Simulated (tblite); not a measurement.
Compound: CH10ClNSi3.
SMILES with atom numbers: `[NH2:1][SiH2:2][C@H:3]([SiH3:4])[SiH2:5][Cl:6]` (hydrogens: H7, H8 on N1; H9, H10 on Si2; H11 on C3; H12, H13, H14 on Si4; H15, H16 on Si5)

Computed with GFN2-xTB (tblite), gas phase: Langevin dynamics at 200 K from the optimised GFN2-xTB geometry, time step 0.5 fs, friction 0.01 fs⁻¹, 2000 steps. The instantaneous temperature is 2·E(kin)/(3Nk) with all 3N coordinates.

```csv
t (fs),T (K),E(pot) above start (eV),N1–Si2 (Å),Si2–C3 (Å),C3–Si4 (Å),C3–Si5 (Å),Si5–Cl6 (Å),N1–H7 (Å),N1–Si2–C3–Si4 (°)
0,163,0.000,1.722,1.909,1.900,1.894,2.021,1.007,61
25,85,0.232,1.703,1.877,1.889,1.924,1.988,1.028,57
50,149,0.241,1.739,1.951,1.877,1.875,2.077,0.998,61
75,207,0.202,1.699,1.911,1.900,1.934,1.982,0.988,64
100,142,0.343,1.730,1.887,1.938,1.887,2.035,1.037,72
125,172,0.256,1.741,1.919,1.922,1.904,2.102,0.992,73
150,178,0.249,1.699,1.921,1.940,1.912,1.981,0.999,73
175,176,0.202,1.751,1.906,1.834,1.873,2.024,1.018,80
200,134,0.317,1.744,1.903,1.991,1.953,2.043,1.009,80
225,194,0.246,1.714,1.971,1.887,1.904,2.011,0.999,80
250,230,0.304,1.729,1.841,1.899,1.912,2.037,0.992,78
275,269,0.357,1.742,1.952,1.935,1.905,1.988,1.025,78
300,228,0.510,1.685,1.960,1.838,1.863,1.998,0.998,75
325,225,0.455,1.701,1.898,1.940,1.924,1.999,1.026,70
350,218,0.478,1.762,1.878,1.929,1.863,2.013,0.993,77
375,211,0.473,1.702,2.002,1.925,1.898,2.024,1.023,77
400,147,0.505,1.690,1.869,1.908,1.918,2.007,1.026,81
425,199,0.401,1.770,1.939,1.891,1.894,2.024,0.965,74
450,257,0.377,1.723,1.909,1.918,1.884,2.051,1.058,78
475,226,0.363,1.712,1.923,1.915,1.872,1.985,0.995,76
500,191,0.361,1.723,1.960,1.863,1.929,2.024,0.990,80
525,186,0.394,1.694,1.919,1.946,1.928,2.069,1.042,81
550,213,0.423,1.713,1.921,1.889,1.870,2.003,0.994,78
575,221,0.387,1.703,1.910,1.893,1.902,2.032,1.019,74
600,192,0.314,1.725,1.901,1.959,1.909,2.005,1.039,75
625,159,0.400,1.733,1.961,1.863,1.864,2.043,0.993,76
650,216,0.344,1.703,1.899,1.903,1.931,1.999,1.000,74
675,256,0.230,1.765,1.927,1.928,1.899,2.044,1.024,65
700,198,0.311,1.716,1.913,1.921,1.888,2.061,0.993,56
725,223,0.266,1.727,1.875,1.924,1.886,2.000,1.023,54
750,196,0.451,1.785,1.955,1.916,1.846,2.024,1.022,54
775,182,0.471,1.665,1.906,1.924,1.968,2.025,0.988,53
800,247,0.268,1.768,1.945,1.874,1.864,2.018,1.052,58
825,224,0.275,1.756,1.910,1.915,1.861,2.014,0.987,68
850,142,0.447,1.686,1.895,1.887,1.971,2.034,0.979,68
875,176,0.488,1.747,2.021,1.908,1.842,2.047,1.037,78
900,264,0.446,1.762,1.872,1.949,1.927,2.032,0.992,72
925,273,0.400,1.688,1.900,1.868,1.934,1.988,1.001,73
950,184,0.481,1.713,1.975,1.921,1.846,2.060,1.038,77
975,188,0.358,1.737,1.909,1.885,1.927,2.047,0.982,88
1000,180,0.271,1.706,1.944,1.889,1.876,1.972,1.014,96
```

Question: From 500 fs on, how do temperature and potential energy compare with equipartition?

Answer: The mean temperature of these 21 frames is 205 K against the target 200 K, and the mean potential energy 0.37 eV against 42 × kT/2 = 0.36 eV for 42 classical harmonic modes. For 16 atoms in a canonical ensemble the temperature itself scatters by T·√(2/(3N)) = 41 K; here its standard deviation is 33 K. The whole run lasts only 10 friction times of 100 fs, so these averages carry a wide statistical error.

Question: What are the kinetic and total energies of the listed frame with the highest potential energy?

Answer: The one at 300 fs, 0.510 eV above the start. Its kinetic energy is 3NkT/2 = 0.471 eV at 228 K, so the sum is 0.98 eV; over the listed frames the sum runs from 0.34 to 0.99 eV, since the thermostat adds and removes energy.

Question: How much do the listed bonds fluctuate from 500 fs on?

Answer: 
```json
{"bond": "N1–Si2", "at the start (Å)": "1.722", "mean (Å)": "1.725", "standard deviation (Å)": "0.030"}
{"bond": "Si2–C3", "at the start (Å)": "1.909", "mean (Å)": "1.925", "standard deviation (Å)": "0.035"}
{"bond": "C3–Si4", "at the start (Å)": "1.900", "mean (Å)": "1.906", "standard deviation (Å)": "0.027"}
{"bond": "C3–Si5", "at the start (Å)": "1.894", "mean (Å)": "1.898", "standard deviation (Å)": "0.038"}
{"bond": "Si5–Cl6", "at the start (Å)": "2.021", "mean (Å)": "2.026", "standard deviation (Å)": "0.025"}
{"bond": "N1–H7", "at the start (Å)": "1.007", "mean (Å)": "1.010", "standard deviation (Å)": "0.022"}
```

The motion is classical and holds no zero-point motion.

What follows is the cost of the whole dynamics run. Hardware: Intel Xeon Platinum 8259CL at 2.50 GHz, one thread, no GPU, shared host with 96 logical CPUs at a one-minute load of 61. Cost: 39 s wall, 0.18 GiB resident at most.
